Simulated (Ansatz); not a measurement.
`[SiH3][AlH][Cl]` + `[SiH3][NH][AlH][Cl]` → `[SiH3][N]([SiH3])[AlH][Cl]` + `[AlH2][Cl]` at 298.15 K and 1 bar (cleavage of the Si–Al bond).

Program: Ansatz. Geometries: PBE0-D4/def2-TZVP. ΔE: electronic, gas phase. CBS: MP2 limit from def2 TZ/QZ plus the TZ coupled-cluster correction, frozen cores. This one scheme is used for every species. Each species was taken in one conformer, which may not be the lowest.

```tsv
species	CCSD(T)/CBS energy (Eh)	H − E (kJ/mol)	S (J/(mol·K))
`[SiH3][AlH][Cl]`	-993.32756	104.0	338.4
`[SiH3][NH][AlH][Cl]`	-1048.70845	151.8	352.3
`[SiH3][N]([SiH3])[AlH][Cl]`	-1339.00991	199.3	403.0
`[AlH2][Cl]`	-703.04476	49.7	253.3
```

H − E and S are ideal-gas, rigid-rotor, harmonic terms from PBE0-D4/def2-TZVP, for one conformer and one mirror image of each species. 1 Eh = 2625.50 kJ/mol, R = 8.31446 J/(mol·K).

Question: By hand: ΔE, ΔH, ΔS and ΔG.

Answer: ΔE = (-1339.00991) + (-703.04476) − (-993.32756) − (-1048.70845) = -0.01866 Eh = -49.0 kJ/mol. Δ(H − E) = 199.3 + 49.7 − 104.0 − 151.8 = -6.8, so ΔH = -55.8 kJ/mol. ΔS = 403.0 + 253.3 − 338.4 − 352.3 = -34.4 J/(mol·K). ΔG = -55.8 − 298.15 × (-34.4)/1000 = -45.5 kJ/mol.

Question: By hand: the equilibrium constant, and the temperature at which ΔG would vanish if ΔH and ΔS stayed fixed.

Answer: log₁₀ K = −ΔG/(RT ln 10) = 8.0. ΔG = 0 at ΔH/ΔS = 1622 K.

ΔH outweighs TΔS. A doubt of 5 kJ/mol in ΔE shifts log₁₀ K by 0.9 here. Other conformers and mirror images would add mixing entropy, several J/(mol·K) or more a flexible species. Modes under 60 cm⁻¹, often nearly free rotors, make the harmonic entropy too high. These are equilibria of isolated gas molecules and say nothing of rates. Largest T1 diagnostic: 0.011 (customary marks: 0.02 for closed shells, 0.045 for open ones).
